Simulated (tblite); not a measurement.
C5H11OP.
Cartesian coordinates in Å at the GFN2-xTB level; atoms count from 1:
```xyz
18
C5H11OP angstrom
C     -0.7815    1.8481   -0.2685
C     -0.6894    0.3975   -0.6952
C     -1.3360   -0.6535    0.2310
C     -0.3018   -1.7779    0.0374
P      0.9195   -0.5426   -0.6148
C      1.9133    0.0790    0.7922
O      1.7018   -0.8166   -1.8247
H     -0.4176    1.9797    0.7484
H     -0.1864    2.4745   -0.9305
H     -1.8153    2.1890   -0.3096
H     -1.0674    0.2838   -1.7168
H     -1.3381   -0.3010    1.2622
H     -2.3548   -0.9269   -0.0404
H     -0.5842   -2.4620   -0.7627
H     -0.0558   -2.3550    0.9255
H      2.3678    1.0216    0.4929
H      1.3139    0.2156    1.6858
H      2.7031   -0.6470    0.9764
```

All values are computed: GFN2-xTB (tblite) harmonic vibrations without scaling, gas phase. Against measured fundamentals such values can be off by several per cent, at times by over 20. One conformer, not necessarily the lowest.

Harmonic wavenumbers (cm⁻¹): 105.1, 145.5, 171.5, 183.8, 209.0, 243.6, 299.9, 341.6, 409.4, 502.1, 639.5, 693.6, 740.6, 776.2, 834.3, 851.5, 895.3, 924.0, 984.0, 1004.0, 1016.4, 1123.6, 1141.1, 1155.1, 1188.3, 1212.2, 1252.2, 1277.5, 1301.9, 1308.9, 1406.8, 1418.5, 1431.8, 1435.4, 1487.7, 1496.2, 1496.7, 2923.9, 2982.9, 2994.7, 3001.4, 3007.2, 3008.2, 3009.9, 3013.6, 3026.5, 3031.9, 3046.6.

A = 2801, B = 1970, C = 1693 MHz; mass 118.055 u (most abundant isotopes); point group C1, symmetry number 1.

Q: What is the zero-point energy?

A: Half the sum of the wavenumbers: 33076 cm⁻¹ = 395.68 kJ/mol.

Q: What is S at 350 K and 1 bar for an ideal gas of classical rigid rotors and harmonic oscillators?

A: Translation 171.69, rotation 118.87, vibration 108.52: S = 399.1 J/(mol K).

Q: And Cp and H(350 K) − H(0)?

A: Cp = 162.70 J/(mol K), of which vibrations give 129.44 (their classical limit is 48 R = 399.1); H(350 K) − H(0) = 33.31 kJ/mol without the zero-point energy, 21.67 from vibrations.

Q: How do the functions run with temperature in this model?

A: 
```tsv
T (K)	S (J/(mol K))	Cp (J/(mol K))	H − H(0) (kJ/mol)	G − H(0) (kJ/mol)	ln q(vib)
150	298.5	87.3	8.51	-36.26	1.52
250	351.3	123.4	19.01	-68.82	3.51
298.15	374.7	142.3	25.40	-86.31	4.51
400	422.1	181.6	41.92	-126.90	6.68
600	508.2	243.6	84.82	-220.08	11.01
900	619.3	303.9	167.68	-389.73	17.36
```

q(vib) and H(0) count from the zero-point level.

Q: Which modes carry the vibrational entropy at 350 K?

A: 105.1 cm⁻¹: 15.36; 145.5 cm⁻¹: 12.71; 171.5 cm⁻¹: 11.39; 183.8 cm⁻¹: 10.84; 209.0 cm⁻¹: 9.83; 243.6 cm⁻¹: 8.64 J/(mol K); the other 42 give 39.75 together.

Hindered rotation and anharmonicity are outside this model. Other conformers, if any are populated, would add a mixing term that is left out. The structure is chiral; the term R ln 2 for an equal mix with its mirror image is left out.
